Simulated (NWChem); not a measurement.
**Atomisation of hydrogen (H$_{2}$)**

```xyz
2

H      0.0000     0.0000     0.3842
H      0.0000     0.0000    -0.3842
```
Charge 0, spin multiplicity 1.

All runs are NWChem calculations. All single points use one geometry, from PBE/def2-SVP, a minimum by its harmonic frequencies.

Basis set: def2-QZVP. The atomisation energy is electronic alone: no zero-point, thermal, spin-orbit or counterpoise terms. No value is extrapolated to the basis-set limit. Free atoms are single determinants with multiplicities H 2.

The correlated methods freeze no orbitals. B3LYP has NWChem's definition, with VWN1-RPA local correlation. No SCF solution was tested for a lower state. Coupled-cluster values serve here as a point of comparison, not as the truth.

```
method       atomisation energy (kcal/mol)
-----------  -----------------------------
HF                                       …
LDA (SVWN5)                          113.3
PBE                                      …
B3LYP                                110.1
BP86                                     …
PBE0                                 104.2
r2SCAN                               107.4
TPSS                                     …
MP2                                  104.2
CCSD(T)                              108.8
```

Question: Fill in the missing entries.

Answer: 
- HF, atomisation energy (kcal/mol): 83.3
- PBE, atomisation energy (kcal/mol): 104.5
- BP86, atomisation energy (kcal/mol): 111.5
- TPSS, atomisation energy (kcal/mol): 112.7
